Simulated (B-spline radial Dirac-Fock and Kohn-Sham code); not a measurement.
## Magnetic form factor of the 4f shell of Re²²⁺

System: rhenium as Re²²⁺ in the configuration [Kr] 4d10 4f7.

Calculated with a radial atomic solver, using Dirac-Fock densities. ⟨j_K⟩ is the integral of the 4f radial density with the spherical Bessel function j_K(4πsr), s = sin θ/λ.

Hund's rules give S = 7/2, L = 0, J = 7/2 for 4f7, so g = 2.000, and the dipole approximation is F = ⟨j0⟩ + C₂⟨j2⟩ with C₂ = (2 − g)/g = 0.000.

| s (Å⁻¹) | ⟨j0⟩ | ⟨j2⟩ | ⟨j4⟩ | ⟨j6⟩ | F (dipole) |
| --- | --- | --- | --- | --- | --- |
| 0 | 1.0000 | 0.0000 | 0.0000 | 0.0000 | 1.0000 |
| 0.08 | 0.9881 | 0.0048 | 0.0000 | 0.0000 | 0.9881 |
| 0.1 | 0.9814 | 0.0074 | 0.0000 | 0.0000 | 0.9814 |
| 0.12 | 0.9733 | 0.0106 | 0.0000 | 0.0000 | 0.9733 |
| 0.14 | 0.9639 | 0.0143 | 0.0001 | 0.0000 | 0.9639 |
| 0.17 | 0.9472 | 0.0209 | 0.0002 | 0.0000 | 0.9472 |
| 0.21 | 0.9206 | 0.0312 | 0.0004 | 0.0000 | 0.9206 |
| 0.25 | 0.8894 | 0.0431 | 0.0008 | 0.0000 | 0.8894 |
| 0.3 | 0.8448 | 0.0598 | 0.0016 | 0.0000 | 0.8448 |
| 0.37 | 0.7738 | 0.0855 | 0.0036 | 0.0001 | 0.7738 |
| 0.44 | 0.6959 | 0.1122 | 0.0066 | 0.0003 | 0.6959 |
| 0.53 | 0.5908 | 0.1455 | 0.0125 | 0.0007 | 0.5908 |
| 0.64 | 0.4634 | 0.1806 | 0.0228 | 0.0019 | 0.4634 |
| 0.77 | 0.3259 | 0.2094 | 0.0385 | 0.0045 | 0.3259 |
| 0.93 | 0.1883 | 0.2235 | 0.0605 | 0.0102 | 0.1883 |
| 1.12 | 0.0754 | 0.2133 | 0.0850 | 0.0204 | 0.0754 |
| 1.35 | 0.0009 | 0.1773 | 0.1052 | 0.0357 | 0.0009 |

Radial moments of the shell: ⟨r²⟩ = 0.2546, ⟨r⁴⟩ = 0.1102, ⟨r⁶⟩ = 0.07316 in powers of bohr.
